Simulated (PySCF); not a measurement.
C₅H₃F₃O₃.
Numbering: `[O:1]=[C:2]1[O:3][CH2:4][C@H:5]1[C:6](=[O:7])[C:8]([F:9])([F:10])[F:11]` (hydrogens: H12, H13 on C4; H14 on C5)

Geometry (PBE0-D3(BJ)/def2-SVP, Å), atoms numbered from 1 in this order:
```xyz
14
C5H3F3O3 angstrom
O      0.8138    1.7138    1.5923
C      1.1213    0.8736    0.8211
O      2.2775    0.1892    0.7115
C      1.8025   -0.5775   -0.4238
C      0.4730    0.1626   -0.3916
C     -0.7582   -0.6555   -0.1188
O     -0.7644   -1.8486   -0.0100
C     -2.0689    0.1438    0.0585
F     -3.1227   -0.6328   -0.0993
F     -2.1311    1.1372   -0.8323
F     -2.0977    0.6719    1.2774
H      2.4325   -0.4057   -1.3061
H      1.7336   -1.6465   -0.1834
H      0.2847    0.8768   -1.2075
```

Level: CAM-B3LYP/def2-SVPD in PySCF, non-relativistic, on one gas-phase PBE0-D3(BJ)/def2-SVP geometry that isn't relaxed in the solvent. The solvent is an IEF-PCM continuum (van der Waals radii × 1.2). Specific hydrogen bonds and non-electrostatic terms are outside this model.

Gas phase at CAM-B3LYP/def2-SVPD: HOMO -10.32 eV, LUMO -1.25 eV, dipole 3.88 D.

**Question.** What does the continuum do to the energy, the frontier levels and the dipole at CAM-B3LYP/def2-SVPD in benzene and chloroform?

**Answer.** 
```csv
solvent,ε,E(solvent) − E(gas) (kJ/mol),polarisation term (kJ/mol),distortion of the solute (kJ/mol),HOMO (eV),LUMO (eV),dipole (D)
benzene,2.271,-17.21,-18.71,1.50,-10.24,-1.11,4.40
chloroform,4.711,-28.04,-32.05,4.01,-10.20,-1.02,4.73
```

The first energy column is the sum of the next two and covers electrostatics alone. From benzene to chloroform the lowering changes by a factor 1.63, Onsager's factor (ε − 1)/(2ε + 1) by 1.55 and ε itself by 2.1.

**Question.** Which radius a makes the point-dipole formula ΔE = −[(ε − 1)/(2ε + 1)]·μ²/a³ give the value in chloroform, with the gas-phase dipole?

**Answer.** μ = 1.525 au and |ΔE| = 0.01068 Eh give a = 2.26 Å; the farthest nucleus lies 3.19 Å from the centroid of the nuclei, so such a sphere wouldn't even hold the nuclei. The formula assumes a rigid point dipole at the centre of a sphere.

**Question.** Give the dipole vector in the frame of the coordinates (D, pointing from negative to positive charge), gas and chloroform.

**Answer.** Gas (1.37, -0.83, -3.53), solvent (1.62, -1.01, -4.33). Its length changes by +22 % and its direction by less than 1°.

**Question.** How does the static polarisability (CAM-B3LYP/def2-SVPD, frozen core, with the continuum's full static response) change?

**Answer.** 
```tsv
medium	isotropic (au)	principal values (au)	⟨r²⟩ of the electrons (bohr²)
gas	66.6	54.9, 71.5, 73.4	1572.3
benzene	74.3	61.3, 78.6, 83.1	1572.7
chloroform	79.4	66.0, 82.7, 89.6	1573.1
```

The isotropic value in chloroform is 1.19 times the gas-phase one; no cavity-field correction is applied. ⟨r²⟩ is taken about the centre of nuclear charge.

The run took about 2.2 min of CPU time (one thread, shared machine). This is the whole response run at CAM-B3LYP/def2-SVPD in chloroform, SCF included.
